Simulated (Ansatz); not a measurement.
`N=C[SeH]` + `[F][AlH2]` → `[F][AlH][SeH]` + `C=N`  (formal exchange of groups at the Se–C bond)

Program: Ansatz. Geometries: PBE0-D4/def2-TZVP. ΔE: electronic, gas phase. CCSD(T)/CBS is the MP2 limit (def2-TZVPP, def2-QZVPP) plus CCSD(T) − MP2 in def2-TZVPP, frozen cores. This one scheme is used for every species. DFT in def2-TZVPP. For Se outer-core shells are correlated without core-valence functions, which leaves a few kJ/mol of doubt a bond. Scalar relativity is left out up to krypton. One conformer a species, not always the lowest.

`N=C[SeH]`:

Z-matrix (Å, degrees):
```
C
Se 1 1.903
N 1 1.257 2 119.6
H 1 1.094 2 114.0 3 180.0
H 2 1.468 1 94.0 3 -180.0
H 3 1.018 1 111.3 2 -180.0
```

`[F][AlH2]`:

Cartesian coordinates in Å:
```
F -0.090 0.412 1.538
Al 0.003 -0.015 -0.053
H -1.163 0.475 -0.994
H 1.250 -0.872 -0.491
```

`[F][AlH][SeH]`:

Z-matrix (Å, degrees):
```
Al
F 1 1.647
Se 1 2.302 2 115.9
H 1 1.570 2 119.6 3 180.0
H 3 1.470 1 90.0 2 -180.0
```

`C=N`:

Z-matrix (Å, degrees):
```
C
N 1 1.261
H 1 1.096 2 124.9
H 1 1.092 2 118.8 3 -180.0
H 2 1.021 1 111.0 3 -0.0
```

| level | ΔE (kJ/mol) | difference from CCSD(T)/CBS |
| --- | --- | --- |
| revPBE-D4 | -131.4 | 21.1 |
| r2SCANh-D4 | -146.5 | 6.0 |
| CAM-B3LYP-D4 | -143.1 | 9.4 |
| ωB97M-V | -147.1 | 5.4 |
| B2PLYP | -144.9 | 7.6 |
| revPBE | -137.3 | 15.2 |
| BLYP | -134.4 | 18.1 |
| BHLYP | -151.1 | 1.4 |
| RPA@PBE/def2-TZVPP | -142.6 | 9.9 |
| MP2/def2-SVP | -151.7 | 0.8 |
| CCSD(T)/def2-SVP | -152.1 | 0.4 |
| MP2/def2-TZVPP | -147.2 | 5.3 |
| CCSD/def2-TZVPP | -151.2 | 1.3 |
| CCSD(T)/def2-TZVPP | -148.5 | 4.0 |
| HF/CBS(def2) | -159.1 | -6.6 |
| CCSD/CBS(def2) | -155.3 | -2.8 |
| CCSD(T)/CBS | -152.5 | 0 |

Largest T1 diagnostic among the species: 0.012.

From r2SCAN to r2SCAN0 (25 % exact exchange), in def2-TZVPP and without D4, ΔE moves by −6.6 kJ/mol. Leaving LDA and LC-ωPBE aside and taking each functional with its dispersion term where it has one, the values, not all of them listed here, spread over 19.9 kJ/mol, from BHLYP-D4 to BLYP-D4. LDA lies +4.6 kJ/mol from PBE without D4.
